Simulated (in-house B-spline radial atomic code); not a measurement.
**One electron outside the [Xe] 4f14 core: Ta V (Ta4+)**

Computed with a B-spline radial code for spherical atoms, no-pair Dirac-Coulomb Hamiltonian, finite nucleus. Rungs: frozen-core Dirac-Hartree-Fock (DHF); Brueckner orbitals from the second-order correlation potential; the same with the Coulomb interaction screened by the core and the hole-particle interaction summed; Breit and QED terms from differences of relaxed Dirac-Fock atoms, where computed. Partial waves beyond l = 6 are extrapolated. The tables show a selection of states; those near core-excited levels, with erratic corrections or far from their DHF start are never shown.

The lowest nd levels tend to come out too strongly bound in this method, by some 0.05 to 0.2 eV for each d electron where measurements exist, which shifts their lines and rates.

Command:
```bash
python run_mb.py task.json out
```
Settings (nuclear radius in fm, box in bohr, cutoff in hartree):
```
basis_form          2
Z                   73
core_configuration  [Xe] 4f14
rms_radius          5.3507
mass_number         181
speed_of_light      137.036
box_radius          58.0
lmax                6
intervals           68
virtual_cutoff      10658.0
```

Run time, properties included: 7 min on 1 thread of Intel(R) Xeon(R) Platinum 8259CL CPU @ 2.50GHz, with other jobs on the host.

Removal energies (eV):

```tsv
state	DHF	second order	screened	Breit + QED	final
5d3/2	46.7845	48.6204	48.3801	0.00129	48.3814
5d5/2	46.0613	47.7461	47.5506	0.0143	47.5649
6s1/2	41.2283	?	?	?	?
6p1/2	34.2585	35.4391	35.1625	-0.0333	35.1292
6p3/2	32.7328	33.7362	33.4982	-0.0179	33.4803
6d3/2	23.0794	23.6685	23.5388	-0.00331	23.5355
6d5/2	22.8469	?	?	?	?
7s1/2	22.2483	22.7896	22.6509	-0.0193	22.6315
5f5/2	21.532	22.4077	22.2553	-	-
5f7/2	21.5187	22.3584	22.2082	-	-
```

Task: What does correlation do to 6s1/2?

Result: It adds 1.597 eV to the removal energy in second order and 1.189 eV with screening; Breit and QED add -0.0496 eV, for a final 42.368 eV.

Task: What does correlation do to 6d5/2?

Result: It adds 0.571 eV to the removal energy in second order and 0.4433 eV with screening; Breit and QED add 0.000395 eV, for a final 23.2905 eV.

Task: How does the lowest state compare with the NIST ionisation energy?

Result: 5d3/2 is bound by 48.381 eV, without recoil; NIST lists 48.272 ± 0.025 eV (semi-empirical), a difference of +0.11 eV.

Electric-dipole lines from 5d3/2 (reduced matrix elements in atomic units, length form, static core polarisation, sign of DHF taken positive):

```
upper     DHF  + core polarisation  + Brueckner  λ (nm)   A (s⁻¹)
6p1/2   1.564                1.399        1.362  93.558   2.3e+09
6p3/2  0.6361               0.5793        0.563  83.205  2.79e+08
```

Magnetic hyperfine constants per unit nuclear g factor (MHz, nucleus as a uniformly magnetised ball; they apply to isotopes with nuclear spin):

```tsv
state	DHF	+ core polarisation	+ Brueckner
6s1/2	31200	35030	37500
6p1/2	7245	8153	9045
6p3/2	811.9	1140	1254
7s1/2	11940	13300	13720
```

Task: What is the static scalar polarisability of 5d3/2?

Result: 3.877 bohr³: 2.519 from the core and 1.358 from the valence electron, Pauli blocking included.
